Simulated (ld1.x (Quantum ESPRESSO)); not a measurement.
# Si (Z = 14): variants of one TM potential

Base potential:

Si, norm-conserving Troullier–Martins (Kleinman–Bylander form), made with ld1.x (Quantum ESPRESSO) 7.5 (PBE, scalar-relativistic). Core [He], reference 2s2 2p6 3s1 3p3. Waves: 2s (bound): rc 0.55 bohr; 3d channel at -0.1 Ry: rc 0.50 bohr; 2p (bound): rc 0.65 bohr. Local part: the p channel. Core correction: a·sin(br)/r model core, default radius (core density twice the valence density).

Occupied shells without a wave of their own: 3p, 3s. They enter only through the test configuration that unscreens the potential, and ld1.x also counts them in the model core charge.

Cutoffs, loose and tight: the cutoffs (Ry, on a coarse ladder) from which the occupation-weighted sum of valence levels, in a spherical-Bessel basis at the reference potential, stays within 10 and 1 mRy of its value at 400 Ry. They do not see the model core or the augmentation charge, which bear on the density cutoff. Test errors are all-electron minus pseudo excitation energies from the reference, over the configurations 2s2 2p6 3s2 3p2; 2s2 2p6 3s2 3p1; 2s2 2p6 3s2 3p0; 2s2 2p6 3s0 3p0; 2s2 2p5 3s2 3p2; 2s2 2p6 3s2 3p2.3; 2s2 2p6 3s2 3p1.5. A dash means not determined; rows that change the core or the reference have their own tests.

With those shells counted twice in exchange and correlation these files are broken, and their errors move erratically; no question is asked of them.

Cutoffs are not given where the Bessel-basis levels miss the radial ones by over 6 mRy, ghosts where they miss by over 20 mRy; a channel whose overlap is not positive is not tested.

| change | outcome | cutoff, loose | cutoff, tight | bound ghosts | largest test error (meV) |
| --- | --- | --- | --- | --- | --- |
| base | generated | over 300 Ry | over 300 Ry | none | -2643 |
| reference 2s2 2p6 3s2 3p2 | generated | over 300 Ry | over 300 Ry | none | -1267 |
| wave 2s (bound): rc 0.55 bohr becomes 2s (bound): rc 0.38 bohr | generated | – | – | none | -2612 |
| wave 2p (bound): rc 0.65 bohr becomes 2p (bound): rc 0.72 bohr | generated | over 300 Ry | over 300 Ry | none | -2176 |
| wave 3d channel at -0.1 Ry: rc 0.50 bohr becomes 3d channel at -0.1 Ry: rc 0.38 bohr | generated | over 300 Ry | over 300 Ry | none | -2643 |
| all radii but the core radius scaled by about 1.21 (s 0.66, p 0.80, d 0.60 bohr) | generated, misses its reference levels by 0.19 eV | over 300 Ry | over 300 Ry | none | -1241 |
| type PAW; waves now 2s (bound): rc 0.55 bohr; 3s (bound): rc 0.55 bohr; 2p (bound): rc 0.65 bohr; 3p (bound): rc 0.65 bohr; 3d channel at -0.1 Ry: rc 0.50 bohr; local potential the d channel; augmentation BESSEL, radius 0.45 bohr | failed: invmat: error in DGETRF | – | – | – | – |
